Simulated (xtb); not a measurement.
C2H2N3 (SMILES [c]1nc[nH]n1), doublet, geometry from GFN2-xTB. Base run: GFN0-xTB in xtb.

Here is a job for xtb.
```
$ xtb mol.xyz --gfn 0 --uhf 1 --json

# file mol.xyz
7

C      1.15103063    -0.07704044    -0.13352496
N      0.38739531    -1.12905291    -0.11468461
N     -0.84080544    -0.58618564     0.05691775
C     -0.72106642     0.75689317     0.12845024
N      0.54227761     1.09498140     0.00861816
H     -1.66218032    -1.17101222     0.11174962
H     -1.53967730     1.43369588     0.26273960
```

Each row names what was changed in the base input (with any setting that the change needs).

| change | ΔE vs base (kcal/mol) |
|---|---|
| base | 0.000 |
| etemp = 3000 | -1.48 |
| etemp = 10000 | -33.32 |
| file = coord | 0.000 |
| etemp = 5000 | -6.51 |
| acc = 1000 | 0.000 |
| acc = 0.0001 | 0.000 |
